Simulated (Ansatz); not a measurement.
Reaction (cleavage of the Si–Si bond): `[SiH3][SiH2][O][SnH3]` + `[OH][In]([F])[SH]` → `[F][In]([SH])[O][SiH3]` + `[SiH3][O][SnH3]`

Program: Ansatz. Geometries: PBE0-D4/def2-TZVP. ΔE: electronic, gas phase. CCSD(T)/CBS adds triple-zeta CCSD(T) − MP2 to the extrapolated MP2 energy (def2 sets, frozen cores). Functionals use def2-TZVPP. def2 core potentials past Kr. For In, Sn outer-core shells are correlated without core-valence functions, which leaves a few kJ/mol of doubt a bond. Each species was taken in one conformer, which may not be the lowest.

```
          level  ΔE (kJ/mol)
           PBE0        -83.6
CCSD/def2-TZVPP       -108.4
```

What does CCSD(T)/CBS give? (Best estimate.)

Computed: -103.4 kJ/mol. The listed levels differ from it by 19.8, -5.0 kJ/mol.

Largest T1 diagnostic among the species: 0.016.

From PBE to PBE0 (25 % exact exchange), in def2-TZVPP and without D4, ΔE moves by −11.5 kJ/mol. In def2-TZVPP, CCSD(T) changes the Hartree–Fock value by +29.3 kJ/mol (the triples alone add +3.8 kJ/mol) and MP2 by +21.5 kJ/mol.
